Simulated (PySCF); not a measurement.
**J couplings in C$_{10}$H$_{9}$BO$_{2}$**

Cartesian coordinates in Å; atom numbers follow the order of the lines, from 1:
```xyz
22

C    -0.105    3.862    0.495
C     0.076    2.679    0.292
C     0.257    1.281    0.062
C     1.504    0.757   -0.311
C     1.698   -0.612   -0.543
C     3.058   -1.133   -0.909
C     0.608   -1.479   -0.401
C    -0.642   -0.983   -0.029
C    -0.813    0.385    0.198
C    -2.236    0.680    0.572
O    -2.911   -0.563    0.573
B    -2.057   -1.584    0.230
O    -2.459   -2.872    0.158
H    -0.259    4.910    0.675
H     2.346    1.446   -0.423
H     2.988   -2.040   -1.526
H     3.643   -0.385   -1.465
H     3.635   -1.394   -0.006
H     0.741   -2.549   -0.584
H    -2.315    1.149    1.568
H    -2.716    1.366   -0.147
H    -3.395   -2.967    0.367
```

Couplings: B3LYP/pcJ-1 (spin–dipole term only in couplings to heteroatoms) in PySCF 2.14, geometry PBE0-D3(BJ)/def2-SVP; gas phase, one conformer, non-relativistic. Couplings are averaged over pairs made equivalent by symmetry, fast rotation or ring inversion, so a value needn't be that of the named pair in this geometry, while other rotamers aren't included; one pair stands for each set, and the list holds a selection of those of at least 0.8 Hz over up to four bonds, among pairs with at least one B or H atom (others weren't computed).

Isotopes: 13C, 1H, 11B, 17O. Couplings to quadrupolar nuclei such as 17O and 33S are rarely resolved in practice.

```json
{"pair": "C1, H14", "bonds": "1", "J (Hz)": "275.2"}
{"pair": "C4, H15", "bonds": "1", "J (Hz)": "?"}
{"pair": "C6, H16", "bonds": "1", "J (Hz)": "133.4"}
{"pair": "C7, H19", "bonds": "1", "J (Hz)": "?"}
{"pair": "C8, B12", "bonds": "1", "J (Hz)": "88.6"}
{"pair": "C10, H20", "bonds": "1", "J (Hz)": "153.3"}
{"pair": "O11, B12", "bonds": "1", "J (Hz)": "-6.2"}
{"pair": "B12, O13", "bonds": "1", "J (Hz)": "-10.1"}
{"pair": "O13, H22", "bonds": "1", "J (Hz)": "-81.4"}
{"pair": "C8, H19", "bonds": "2", "J (Hz)": "4.0"}
{"pair": "C9, B12", "bonds": "2", "J (Hz)": "4.7"}
{"pair": "O11, H20", "bonds": "2", "J (Hz)": "-7.0"}
{"pair": "H16, H17", "bonds": "2", "J (Hz)": "-15.9"}
{"pair": "C4, H19", "bonds": "3", "J (Hz)": "6.7"}
{"pair": "C5, B12", "bonds": "3", "J (Hz)": "?"}
{"pair": "C6, H19", "bonds": "3", "J (Hz)": "?"}
{"pair": "C7, H15", "bonds": "3", "J (Hz)": "7.2"}
{"pair": "C7, H16", "bonds": "3", "J (Hz)": "?"}
{"pair": "C8, H20", "bonds": "3", "J (Hz)": "2.0"}
{"pair": "C8, H22", "bonds": "3", "J (Hz)": "?"}
{"pair": "C9, H15", "bonds": "3", "J (Hz)": "6.9"}
{"pair": "B12, H20", "bonds": "3", "J (Hz)": "2.0"}
{"pair": "C2, H20", "bonds": "4", "J (Hz)": "-1.1"}
{"pair": "C4, H20", "bonds": "4", "J (Hz)": "-1.6"}
{"pair": "H15, H19", "bonds": "4", "J (Hz)": "?"}
{"pair": "H16, H19", "bonds": "4", "J (Hz)": "?"}
```

Question: Estimate the withheld couplings, with signs.

Answer: 
- 1J(C4,H15) = 166.5 Hz (bond length 1.093 Å, sp2 carbon)
- 1J(C7,H19) = 167.3 Hz (bond length 1.094 Å, sp2 carbon)
- 3J(C5,B12) = 4.3 Hz (dihedral angle 180°)
- 3J(C6,H19) = 5.1 Hz (dihedral angle 2°)
- 3J(C7,H16) = 5.4 Hz (mean over equivalent pairs that range from 2.6 to 8.0 Hz in this conformer)
- 3J(C8,H22) = 7.0 Hz (dihedral angle 180°)
- 4J(H15,H19) = 1.4 Hz
- 4J(H16,H19) = -0.9 Hz
